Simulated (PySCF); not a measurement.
CH4MgSSe. Atoms are numbered in the order given.

```xyz
8

Mg     0.3781     0.0395    -0.0822
S      2.2113    -0.8570    -1.1563
C      1.5408    -2.3951    -1.9371
H      1.1650    -3.1071    -1.1887
H      2.3757    -2.8690    -2.4719
H      0.7476    -2.1755    -2.6657
Se    -1.5364     1.0435     1.0346
H     -1.2150     0.2809     2.2607
```

Geometry optimised at B3LYP-D3(BJ)/def2-SVP. The structure was generated by enumeration; whether it is a known compound was not checked. One conformer was computed; it need not be the lowest.

These are PySCF with B3LYP-D3(BJ)/def2-SVP values and carry that method's errors.

Frequencies are harmonic and unscaled.

Give all harmonic wavenumbers and intensities. (An estimate is asked for; the answer gives what the named calculation found.)


| mode | ν (cm⁻¹) | IR (km/mol) | Raman (Å⁴/amu) | depolarisation | moving atoms (share of kinetic energy) |
|---|---|---|---|---|---|
| 1 | 56 | 1.4 | 0.2 | 0.74 | H 93 % |
| 2 | 64 | 8.1 | 2.1 | 0.60 | C 36 %, Mg 35 %, H 16 %, Se 12 % |
| 3 | 77 | 2.7 | 0.5 | 0.71 | H 92 % |
| 4 | 106 | 25.3 | 0.1 | 0.58 | Mg 68 %, S 17 %, H 11 % |
| 5 | 164 | 15.3 | 5.2 | 0.21 | Mg 45 %, C 22 %, S 15 %, Se 10 %, H 8 % |
| 6 | 235 | 1.5 | 15.8 | 0.20 | S 55 %, Se 30 %, Mg 11 % |
| 7 | 494 | 0.8 | 0.7 | 0.70 | H 94 % |
| 8 | 516 | 83.0 | 1.9 | 0.21 | Mg 75 %, S 19 % |
| 9 | 690 | 8.1 | 12.4 | 0.30 | C 60 %, S 31 %, H 9 % |
| 10 | 949 | 6.5 | 2.8 | 0.75 | H 85 %, C 14 % |
| 11 | 963 | 8.0 | 3.0 | 0.39 | H 84 %, C 14 % |
| 12 | 1335 | 26.2 | 3.7 | 0.72 | H 87 %, C 12 % |
| 13 | 1457 | 5.8 | 11.8 | 0.74 | H 95 % |
| 14 | 1461 | 5.3 | 15.2 | 0.75 | H 95 % |
| 15 | 2387 | 16.4 | 138.1 | 0.30 | H 99 % |
| 16 | 3041 | 32.4 | 137.2 | 0.04 | H 98 % |
| 17 | 3138 | 5.7 | 54.8 | 0.75 | H 90 %, C 10 % |
| 18 | 3142 | 2.5 | 133.1 | 0.61 | H 90 %, C 10 % |
